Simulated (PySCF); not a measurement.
A PySCF script (with the pyscf-properties extension) for the NMR shieldings of SMILES CNC(C)(C)[SiH2]C, C₅H₁₅NSi, on a GFN2-xTB geometry:

```python
import basis_set_exchange as bse
import numpy as np
from pyscf import gto, dft
from pyscf.prop import nmr

atoms = """
C    -1.789666   -1.172786    1.083236
N    -0.664708   -0.259438    1.011755
C    -0.271697    0.243257   -0.309152
C    -1.307062    1.199879   -0.913587
C    -0.054428   -0.925759   -1.268548
Si    1.399753    1.139365    0.022390
C     2.651929   -0.086687    0.739170
H    -1.539976   -2.097872    0.566398
H    -2.723050   -0.775956    0.659122
H    -1.967576   -1.409182    2.132204
H    -0.858453    0.539663    1.607707
H    -2.250884    0.690418   -1.108327
H    -0.939215    1.600652   -1.855065
H    -1.497676    2.034340   -0.240016
H     0.457586   -0.581605   -2.164504
H    -1.000876   -1.369810   -1.574794
H     0.552535   -1.691599   -0.793038
H     1.899960    1.719720   -1.234097
H     1.159769    2.234250    0.974785
H     2.935122   -0.839997    0.010289
H     2.241599   -0.598062    1.604257
H     3.556608    0.426594    1.048966
"""
names = dict.fromkeys(["C", "N", "Si", "H"], "pcSseg-1")
basis = {el: gto.basis.parse(bse.get_basis(n, elements=[el], fmt="nwchem")) for el, n in names.items()}
mol = gto.M(atom=atoms, basis=basis, charge=0, verbose=0)
mf = dft.RKS(mol, xc="PBE0")
mf.grids.level = 2
mf.grids.alignment = dft.numint.BLKSIZE   # the property module wants whole blocks of grid points
mf.conv_tol = 1e-9
mf.kernel()

calc = nmr.RKS(mf)   # GIAO
C = mf.mo_coeff
Co = C[:, mf.mo_occ > 0]
resp = mf.gen_response(singlet=True, hermi=2)
def vind(x):   # induced exchange potential for any number of trial vectors
    d = np.einsum("pi,xij,qj->xpq", C, 2 * x.reshape(-1, C.shape[1], Co.shape[1]), Co, optimize=True)
    return np.einsum("xpq,pi,qj->xij", resp(d - d.transpose(0, 2, 1)), C, Co, optimize=True).ravel()
mo1, _ = nmr.rhf.solve_mo1(calc, with_cphf=vind)
sigma = calc.kernel(mo1)
for i, s in enumerate(sigma):   # ppm
    w = np.linalg.eigvalsh((s + s.T) / 2)
    print("%2d %-2s iso %8.1f  s11 %8.1f  s22 %8.1f  s33 %8.1f" % (i, mol.atom_pure_symbol(i), w.mean(), *w))
```

**Question.** What does it print?

**Answer.** 
```
 0 C  iso    158.0  s11    139.4  s22    149.6  s33    185.1
 1 N  iso    209.2  s11    165.1  s22    184.9  s33    277.7
 2 C  iso    143.4  s11    123.4  s22    138.8  s33    167.9
 3 C  iso    162.1  s11    133.4  s22    161.6  s33    191.4
 4 C  iso    163.8  s11    147.2  s22    159.5  s33    184.6
 5 Si iso    377.3  s11    334.3  s22    369.6  s33    428.0
 6 C  iso    196.8  s11    192.6  s22    194.9  s33    202.9
 7 H  iso     29.3  s11     24.5  s22     28.4  s33     35.2
 8 H  iso     29.0  s11     23.4  s22     27.6  s33     36.1
 9 H  iso     29.2  s11     24.4  s22     26.9  s33     36.4
10 H  iso     31.9  s11     22.6  s22     32.8  s33     40.5
11 H  iso     29.8  s11     25.5  s22     28.6  s33     35.2
12 H  iso     30.7  s11     26.7  s22     28.4  s33     36.9
13 H  iso     31.1  s11     27.0  s22     28.6  s33     37.6
14 H  iso     30.6  s11     26.7  s22     28.5  s33     36.6
15 H  iso     30.5  s11     26.6  s22     28.9  s33     35.8
16 H  iso     30.6  s11     26.1  s22     29.2  s33     36.4
17 H  iso     27.7  s11     24.0  s22     26.2  s33     32.8
18 H  iso     27.9  s11     24.3  s22     26.7  s33     32.8
19 H  iso     31.7  s11     26.6  s22     30.2  s33     38.2
20 H  iso     31.1  s11     25.5  s22     30.4  s33     37.3
21 H  iso     31.9  s11     26.9  s22     28.1  s33     40.6
```

These numbers come from an equivalent density-fitted implementation of the same equations, which agrees with the script to about 0.01 ppm for H and up to a few tenths of a ppm for heavy atoms, so last digits may differ.

**Question.** Turn these shieldings into chemical shifts. References, each an isolated molecule treated in the same way: $^{13}$C (σref 186.93), $^{29}$Si (σref 349.16), $^{1}$H (σref 31.72) against TMS; NH3 for $^{15}$N (σref 267.73).

**Answer.** Averaging equivalent atoms: C 2: 43.6; C 0: 28.9; C 3/4: 24.0; C 6: -9.9; N 1: 58.5; Si 5: -28.2; H 17/18: 3.92; H 7/8/9: 2.53; H 11/12/13/14/15/16: 1.20; H 19/20/21: 0.19; H 10: -0.21 ppm. Experimental scales use liquid or dissolved standards, which lie at an offset from isolated NH3 (liquid NH3: subtract about 20 ppm).

Size and cost of the density-fitted run: 201 basis functions, 81 s wall time on 1 thread of an Arm Neoverse N1, shared host; peak memory 0.9 GiB.
